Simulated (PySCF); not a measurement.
Isomers of C4H5F3O3S, one GFN2-xTB conformer each. Single-point energies are computed at PBE0/pcSseg-1 (PySCF, gas phase, no added dispersion term), electronic only.

```json
{"SMILES": "CS(=O)(=O)OCC(F)=C(F)F", "GFN2-xTB relative energy (kJ/mol)": "215.6"}
{"SMILES": "O=[S@@]1OC[C@H](CC(F)(F)F)O1", "GFN2-xTB relative energy (kJ/mol)": "0.0"}
{"SMILES": "O=S1(=O)CC[C@@H](C(F)(F)F)O1", "GFN2-xTB relative energy (kJ/mol)": "67.2"}
```

Conformers: `[CH3:1][S:2](=[O:3])(=[O:4])[O:5][CH2:6][C:7]([F:8])=[C:9]([F:10])[F:11]` with C1–S2–O5–C6 161°, S2–O5–C6–C7 -82°, O5–C6–C7–F8 173°; `[O:1]=[S@@:2]1[O:3][CH2:4][C@H:5]([CH2:6][C:7]([F:8])([F:9])[F:10])[O:11]1` with C4–C5–C6–C7 75°, O1–S2–O3–C4 -71°, S2–O3–C4–C5 -25°, O3–C4–C5–C6 117°, C4–C5–O11–S2 29°; `[O:1]=[S:2]1(=[O:3])[CH2:4][CH2:5][C@@H:6]([C:7]([F:8])([F:9])[F:10])[O:11]1` with O1–S2–C4–C5 153°, S2–C4–C5–C6 -41°, C4–C5–C6–C7 -93°, C5–C6–O11–S2 6°.

What does PBE0/pcSseg-1 give for the same structures?

```tsv
SMILES	PBE0/pcSseg-1 E (Eh)	PBE0/pcSseg-1 (kJ/mol)	GFN2-xTB (kJ/mol)	point group
O=[S@@]1OC[C@H](CC(F)(F)F)O1	-1077.87398	0.0	0.0	C1
O=S1(=O)CC[C@@H](C(F)(F)F)O1	-1077.86022	36.1	67.2	C1
CS(=O)(=O)OCC(F)=C(F)F	-1077.78831	224.9	215.6	C1
```

Both levels put the same isomer lowest; measured from each level's own lowest isomer, the values differ by up to 31.1 kJ/mol (O=S1(=O)CC[C@@H](C(F)(F)F)O1: 67.2 against 36.1). As drawn, the highest has a C=C bond outside aromatic rings, which the lowest lacks.

Which frontier levels, dipoles and rotational constants go with these structures?

```
                      SMILES  HOMO (eV, PBE0/pcSseg-1)  LUMO (eV)  dipole (D)       A, B, C (MHz)
O=[S@@]1OC[C@H](CC(F)(F)F)O1                     -8.65      -0.86        1.59  2171, 538.2, 520.2
O=S1(=O)CC[C@@H](C(F)(F)F)O1                     -9.05       0.70        4.56  2114, 662.4, 624.8
      CS(=O)(=O)OCC(F)=C(F)F                     -7.37       0.50        3.34  1745, 695.6, 584.5
```
